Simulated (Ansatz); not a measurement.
C3H7O (SMILES C[CH]OC), doublet, at a GFN2-xTB geometry; CCSD(T)/def2-SVP run with Ansatz (an electronic-structure program).

Here is a job for Ansatz.
Ansatz 0.2 input:
```yaml
crystal:
  periodic: [false, false, false]
  atoms:
    - {symbol: O, position_ang: [0.07101639, -0.66456001, 0.19109071]}
    - {symbol: C, position_ang: [-0.06692834, 0.67303357, -0.09082657]}
    - {symbol: C, position_ang: [1.35818535, -1.19034893, 0.02589577]}
    - {symbol: C, position_ang: [-1.44549983, 1.21108447, -0.04695723]}
    - {symbol: H, position_ang: [0.68863969, 1.12953665, -0.71319426]}
    - {symbol: H, position_ang: [1.29299347, -2.25508650, 0.24458366]}
    - {symbol: H, position_ang: [1.71840718, -1.04941663, -1.00022698]}
    - {symbol: H, position_ang: [2.07110162, -0.72074430, 0.71400912]}
    - {symbol: H, position_ang: [-1.97038421, 1.09659057, -1.00448575]}
    - {symbol: H, position_ang: [-2.01653063, 0.67958044, 0.71033681]}
    - {symbol: H, position_ang: [-1.42690127, 2.27340509, 0.19157975]}
basis:
  gaussian:
    orbitals: def2-SVP
magnetization: {spin_polarized: true, initial_magnetization: 1}
correlation: {method: ccsd_t}
scf: {lower_state_search: off}
```

The log (banner, timings and long lists left out):

```
Functional definition: HF
these checks for a lower state are left out or cut short: stability, starts, cluster_reference, orbital_swaps, neighbouring_geometries, increment
930 factors; integrals over basis functions are off by at most 1.5e-3 eV
mean field evaluation 1: about -5231.4635 eV, gradient 1.9e1 eV
mean field evaluation 2: about -5231.4691 eV, gradient 1.9e1 eV
mean field evaluation 4: about -5233.7245 eV, gradient 3.0e0 eV
mean field evaluation 8: about -5233.7910 eV, gradient 1.9e-1 eV
mean field -5233.79174242 eV, -192.3382989424 hartree, gradient 2.2e-6 eV, S^2 0.761145; 0 other end points of the search recorded, 0 dependent functions left out
4 core orbitals not correlated
reference -5233.79174242 eV, -192.3382989424 hartree; 13, 12 occupied and 74, 75 virtual orbitals, 930 factors
second order -15.97995171 eV of doubles, -0.00000000 eV of singles
cycle   1  -16.81836571 eV  change   -8.4e-1 eV  update   8.9e-2
cycle   2  -17.26452242 eV  change   -4.5e-1 eV  update   2.7e-2
cycle   3  -17.37100891 eV  change   -1.1e-1 eV  update   1.6e-2
cycle   4  -17.37144496 eV  change   -4.4e-4 eV  update   6.6e-3
cycle   5  -17.37110059 eV  change    3.4e-4 eV  update   3.0e-3
cycle   6  -17.37125429 eV  change   -1.5e-4 eV  update   1.1e-3
cycle   7  -17.37101734 eV  change    2.4e-4 eV  update   3.3e-4
cycle   8  -17.37109168 eV  change   -7.4e-5 eV  update   1.4e-4
cycle   9  -17.37109646 eV  change   -4.8e-6 eV  update   4.6e-5
cycle  10  -17.37107827 eV  change    1.8e-5 eV  update   1.8e-5
perturbative correction -0.45878853 eV, -0.0168601673 hartree
Total energy: -5251.62160922 eV, -192.9935344618 hartree
Checks for a lower state left out: stability, starts, cluster_reference, orbital_swaps, neighbouring_geometries, increment
```
